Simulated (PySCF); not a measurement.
CH₄AlClOS, SMILES C[S][Al]([OH])[Cl].

Geometry optimised at PBE-D3(BJ)/def2-SVP. The structure was generated by enumeration; whether it is a known compound was not checked. Other conformers were not sampled.

These are PBE-D3(BJ)/def2-SVP in PySCF values and carry that method's errors.

Frequencies are harmonic and unscaled.

| mode | ν (cm⁻¹) | IR (km/mol) | moving atoms (share of kinetic energy) |
|---|---|---|---|
| 1 | 55 | 1.5 | H 38 %, C 26 %, S 21 %, Cl 9 % |
| 2 | 85 | 0.4 | H 76 %, C 10 % |
| 3 | 110 | 1.7 | Cl 25 %, C 20 %, Al 18 %, O 14 %, S 12 %, H 11 % |
| 4 | 176 | 13.5 | O 34 %, C 24 %, H 16 %, Cl 13 %, S 11 % |
| 5 | 209 | 19.6 | Al 68 %, O 16 % |
| 6 | 214 | 6.4 | O 23 %, Cl 22 %, S 20 %, C 13 %, H 13 %, Al 10 % |
| 7 | 295 | 122.1 | H 90 %, O 9 % |
| 8 | 418 | 5.3 | S 37 %, Cl 28 %, O 20 %, Al 13 % |
| 9 | 546 | 78.1 | H 50 %, Al 21 %, O 11 %, S 9 %, Cl 8 % |
| 10 | 622 | 259.8 | Al 47 %, H 30 %, Cl 10 % |
| 11 | 679 | 11.5 | C 60 %, S 31 %, H 8 % |
| 12 | 861 | 76.9 | O 46 %, Al 44 %, H 9 % |
| 13 | 933 | 5.9 | H 85 %, C 14 % |
| 14 | 955 | 9.3 | H 82 %, C 15 % |
| 15 | 1287 | 7.8 | H 88 %, C 12 % |
| 16 | 1407 | 6.1 | H 96 % |
| 17 | 1408 | 4.9 | H 95 % |
| 18 | 2990 | 21.3 | H 98 % |
| 19 | 3100 | 2.0 | H 90 %, C 10 % |
| 20 | 3110 | 0.4 | H 90 %, C 10 % |
| 21 | 3816 | 97.4 | H 94 % |
